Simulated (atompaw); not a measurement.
## What one change does to a pseudopotential (S (Z = 16), PAW (atompaw))

| Item | Value |
| --- | --- |
| Element | S |
| Generator | atompaw 4.2.0.5 |
| Type | PAW |
| Functional | PBE |
| Relativity | non-relativistic |
| Frozen core | [Ne] |
| Valence charge | 6 |
| Reference configuration | 3s2 3p2 (charge +2) |
| Partial waves | 3s (bound): rc 1.25 bohr; 3s channel at -2.4 Ry: rc 1.25 bohr; 3p (bound): rc 1.25 bohr; 3p channel at -0.8 Ry: rc 1.25 bohr |
| Local potential | bessel scheme, radius 1.00 bohr |
| Core correction | smooth core density matched at 1.20 bohr |
| Augmentation charge | besselshape compensation charge, radius 0.90 bohr; PAW radius 1.25 bohr; waves and projectors: custom rrkj gramschmidtortho |

Change: all radii scaled by about 1.20 (s 1.50, p 1.50 bohr); local potential bessel scheme, radius 1.20 bohr; augmentation besselshape compensation charge, radius 1.08 bohr; PAW radius 1.50 bohr; waves and projectors: custom rrkj gramschmidtortho; core correction smooth core density matched at 1.44 bohr.

Cutoffs: the cutoffs (Ry, on a coarse ladder) from which the occupation-weighted sum of valence levels, in a spherical-Bessel basis at the reference potential, stays within 10 and 1 mRy of its value at 400 Ry; they do not see the model core or the augmentation charge, which bear on the density cutoff.

Task: What does the change do?

Result: The potential gets softer (25 Ry and 50 Ry → 18 Ry and 35 Ry); neither file shows a bound ghost. A larger radius leaves more room for a smooth pseudo-wave, so fewer plane waves are needed.

| quantity | base | changed |
| --- | --- | --- |
| cutoff, loose | 25 Ry | 18 Ry |
| cutoff, tight | 50 Ry | 35 Ry |
| loose cutoff by channel (10 mRy a level) | s 21 Ry, p 12 Ry | s 10 Ry, p 15 Ry |
| bound ghosts | none | none |
| lowest overlap eigenvalue by channel | s 0.54, p 0.75 | s 0.45, p 0.77 |

 The cutoffs see the waves, projectors and local potential, not the compensation charge or the core.
